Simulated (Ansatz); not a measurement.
Reaction (formal exchange of groups at a Te–C bond): `[TeH]CI` + `[OH][GeH3]` → `[OH][GeH2][TeH]` + `CI`

Gas-phase electronic energies from Ansatz, PBE0-D4/def2-TZVP geometries. CCSD(T)/CBS adds triple-zeta CCSD(T) − MP2 to the extrapolated MP2 energy (def2 sets, frozen cores). Functionals use def2-TZVPP. Elements past krypton have def2 core potentials. For Ge, I, Te outer-core shells are correlated without core-valence functions, which leaves a few kJ/mol of doubt a bond. Scalar relativity is left out up to krypton. Each species was taken in one conformer, which may not be the lowest.

`[TeH]CI`:

Z-matrix (Å, degrees):
```
C
I 1 2.137
Te 1 2.130 2 117.0
H 1 1.087 2 106.6 3 -119.4
H 1 1.085 2 106.6 3 123.3
H 3 1.657 1 93.1 2 68.9
```

`[OH][GeH3]`:

Z-matrix (Å, degrees):
```
Ge
O 1 1.783
H 1 1.531 2 104.3
H 1 1.541 2 109.9 3 119.6
H 1 1.541 2 109.9 3 -119.6
H 2 0.959 1 112.7 3 180.0
```

`[OH][GeH2][TeH]`:

```xyz
7

O     0.595   -1.630   -0.365
Ge    0.619    0.136   -0.147
Te   -1.085    0.874    1.613
H    -0.299   -1.979   -0.401
H     2.040    0.430    0.343
H     0.279    0.847   -1.469
H    -2.150    1.323    0.426
```

`CI`:

```xyz
5

C    -0.138    0.181    0.019
I     1.149   -1.506   -0.164
H    -1.110   -0.102   -0.371
H    -0.197    0.437    1.073
H     0.296    0.992   -0.557
```

```
          species  RPA@PBE/def2-TZVPP energy (Eh)
        `[TeH]CI`                      -604.75433
     `[OH][GeH3]`                     -2153.38179
`[OH][GeH2][TeH]`                     -2420.96981
             `CI`                      -337.20724
```

Q: Work out ΔE.

A: ΔE = (-2420.96981) + (-337.20724) − (-604.75433) − (-2153.38179) = -0.04093 Eh = -1.11 eV. CCSD(T)/CBS gives -1.19 eV.

Q: What do rigid-rotor, harmonic-oscillator terms from PBE0-D4/def2-TZVP frequencies (298.15 K, 1 bar) make of the CCSD(T)/CBS value? (Estimate.)

A: Computed: ΔZPE = +0.08 eV, ΔH = -1.10 eV, ΔS = -5 J/(mol·K), ΔG = -1.09 eV.

Largest T1 diagnostic among the species: 0.011.

From BLYP to BHLYP (50 % exact exchange), in def2-TZVPP and without D4, ΔE moves by −0.07 eV. At CCSD(T), def2-SVP lies −0.07 eV from the extrapolated value and def2-TZVPP −0.00 eV.
